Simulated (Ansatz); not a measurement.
Gas-phase electronic energies from Ansatz, PBE0-D4/def2-TZVP geometries. CCSD(T)/CBS is the MP2 limit (def2-TZVPP, def2-QZVPP) plus CCSD(T) − MP2 in def2-TZVPP, frozen cores. Functionals use def2-TZVPP. Elements past krypton have def2 core potentials. For Br, In outer-core shells are correlated without core-valence functions, which leaves a few kJ/mol of doubt a bond. Scalar relativity is left out up to krypton. Each species was taken in one conformer, which may not be the lowest.

Consider the redistribution: `F[Si](F)(F)[SiH3]` + `[OH][In]([Cl])[Br]` → `F[Si](F)(F)[SiH2]Cl` + `[OH][InH][Br]`.

Task: Is it downhill or uphill in electronic energy at CCSD(T)/CBS, and by how much? (Estimate.)

Result: Ansatz gave: Uphill: ΔE = +0.25 eV.

Task: What do these levels give: revPBE-D4, r2SCAN-D4, CAM-B3LYP-D4, ωB97M-V, MP2/def2-SVP, HF/def2-TZVPP? (An estimate is asked.)

Result: Computed: revPBE-D4 0.19, r2SCAN-D4 0.22, CAM-B3LYP-D4 0.22, ωB97M-V 0.20, MP2/def2-SVP 0.43, HF/def2-TZVPP 0.33 eV.

Largest T1 diagnostic among the species: 0.014.

At CCSD(T), def2-SVP lies +0.18 eV from the extrapolated value and def2-TZVPP +0.01 eV. In def2-TZVPP, CCSD(T) changes the Hartree–Fock value by −0.07 eV (the triples alone add +0.00 eV) and MP2 by −0.09 eV. Leaving LDA and LC-ωPBE aside and taking each functional with its dispersion term where it has one, the values, not all of them listed here, spread over 0.07 eV, from revPBE-D4 to B2PLYP. LDA lies −0.08 eV from PBE without D4.
